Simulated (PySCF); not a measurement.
H$_{4}$P$_{2}$, triplet, at a GFN2-xTB geometry (a higher spin typed on purpose: for a closed-shell molecule this is an excited state); CISD/def2-SVP (PySCF).

Input for PySCF:
```python
from pyscf import gto, scf, ci

mol = gto.Mole()
mol.atom = '''
    P    -1.22513273   -0.18858373    0.40247436
    P     1.15923065    0.20673919   -0.32030056
    H    -1.60413451    1.03387345   -0.14579888
    H    -1.45834842   -0.84719140   -0.80534801
    H     1.54695439   -0.87997430    0.45161677
    H     2.50405968    0.42096026   -0.73307690
'''
mol.basis = 'def2-svp'
mol.spin = 2
mol.verbose = 4
mol.build()

mf = scf.UHF(mol)
mf.kernel()

myci = ci.CISD(mf)
myci.kernel()
print('E(CISD) = %.10f' % myci.e_tot)
```

**Question.** What does PySCF print? Leave out banner, timings and long lists.

**Answer.** 
```
PySCF version 2.14.0

[INPUT] verbose = 4
[INPUT] num. atoms = 6
[INPUT] num. electrons = 34
[INPUT] charge = 0
[INPUT] spin (= nelec alpha-beta = 2S) = 2
[INPUT] symmetry False subgroup None
[INPUT] Mole.unit = angstrom
[INPUT] Symbol           X                Y                Z      unit          X                Y                Z       unit  Magmom
[INPUT]  1 P     -1.225132730000  -0.188583730000   0.402474360000 AA   -2.315165325941  -0.356371601249   0.760566312560 Bohr   0.0
[INPUT]  2 P      1.159230650000   0.206739190000  -0.320300560000 AA    2.190628443702   0.390680448314  -0.605280335945 Bohr   0.0
[INPUT]  3 H     -1.604134510000   1.033873450000  -0.145798880000 AA   -3.031374890863   1.953737667959  -0.275519952468 Bohr   0.0
[INPUT]  4 H     -1.458348420000  -0.847191400000  -0.805348010000 AA   -2.755879107992  -1.600959721087  -1.521887173863 Bohr   0.0
[INPUT]  5 H      1.546954390000  -0.879974300000   0.451616770000 AA    2.923320124294  -1.662910423656   0.853432008561 Bohr   0.0
[INPUT]  6 H      2.504059680000   0.420960260000  -0.733076900000 AA    4.731986994766   0.795499600726  -1.385314569245 Bohr   0.0

nuclear repulsion = 81.2788371509381
number of shells = 28
number of NR pGTOs = 100
number of NR cGTOs = 56
basis = def2-svp
ecp = {}

******** <class 'pyscf.scf.uhf.UHF'> ********
method = UHF
initial guess = minao
damping factor = 0
level_shift factor = 0
DIIS = <class 'pyscf.scf.diis.CDIIS'>
diis_start_cycle = 1
diis_space = 8
diis_damp = 0
SCF conv_tol = 1e-09
SCF conv_tol_grad = None
SCF max_cycles = 50
direct_scf = True
direct_scf_tol = 1e-13
number electrons alpha = 18  beta = 16
Set gradient conv threshold to 3.16228e-05
init E= -683.16925068992

cycle= 1 E= -683.457695118666  delta_E= -0.288  |g|= 0.169  |ddm|= 1.78
cycle= 2 E= -683.491709940501  delta_E= -0.034  |g|= 0.0604  |ddm|= 0.298
cycle= 3 E= -683.497309845318  delta_E= -0.0056  |g|= 0.0248  |ddm|= 0.127
cycle= 4 E= -683.498563630368  delta_E= -0.00125  |g|= 0.00936  |ddm|= 0.0671
cycle= 5 E= -683.498772182296  delta_E= -0.000209  |g|= 0.00385  |ddm|= 0.0309
cycle= 6 E= -683.49881662676  delta_E= -4.44e-05  |g|= 0.0015  |ddm|= 0.0166
cycle= 7 E= -683.498824735823  delta_E= -8.11e-06  |g|= 0.000651  |ddm|= 0.00768
cycle= 8 E= -683.498826476697  delta_E= -1.74e-06  |g|= 0.000301  |ddm|= 0.00377
cycle= 9 E= -683.498826888861  delta_E= -4.12e-07  |g|= 0.000116  |ddm|= 0.00221
cycle= 10 E= -683.498826944267  delta_E= -5.54e-08  |g|= 4.97e-05  |ddm|= 0.000779
cycle= 11 E= -683.498826953462  delta_E= -9.2e-09  |g|= 2.3e-05  |ddm|= 0.000261
cycle= 12 E= -683.498826955603  delta_E= -2.14e-09  |g|= 8.1e-06  |ddm|= 0.000137
cycle= 13 E= -683.498826955839  delta_E= -2.36e-10  |g|= 3.2e-06  |ddm|= 4.37e-05
Extra cycle  E= -683.49882695586  delta_E= -2.13e-11  |g|= 2.09e-06  |ddm|= 6.81e-06
converged SCF energy = -683.49882695586  <S^2> = 2.0464743  2S+1 = 3.0308245

******** <class 'pyscf.ci.ucisd.UCISD'> ********
CISD nocc = (np.int64(18), np.int64(16)), nmo = (56, 56)
max_cycle = 50
direct = 0
conv_tol = 1e-09
max_cycle = 50
max_space = 12
lindep = 0
nroots = 1
Init t2, MP2 energy = -0.242865436073238
UCISD converged
E(UCISD) = -683.7607334594412  E_corr = -0.2619065035807805
E(CISD) = -683.7607334594
```
